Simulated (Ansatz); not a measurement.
Input file for Ansatz (a program for electronic structure): R-B3LYP/def2-TZVPP on BeCd, 2S+1 = 1, a spin state set in the input, which need not be the lowest, a point of a bond scan (R = 3.033 Å). Elements past Kr take the def2 small-core potentials; no spin–orbit coupling.

Ansatz 0.2 input:
```yaml
crystal:
  periodic: [false, false, false]
  atoms:
    - {symbol: Cd, position_ang: [0.00000000, 0.00000000, 0.00000000]}
    - {symbol: Be, position_ang: [0.00000000, 0.00000000, 3.03253400]}
basis:
  gaussian:
    orbitals: def2-TZVPP
    pivot_positions_ang: [[0.00000000, 0.00000000, 0.00000000], [0.00000000, 0.00000000, 3.03253400]]
hamiltonian:
  xc: {name: B3LYP}
output: {forces: true, orbitals: {seedname: ./end}}
```

**Question.** Give the final energy of this run.

**Answer.** -182.5196 hartree.
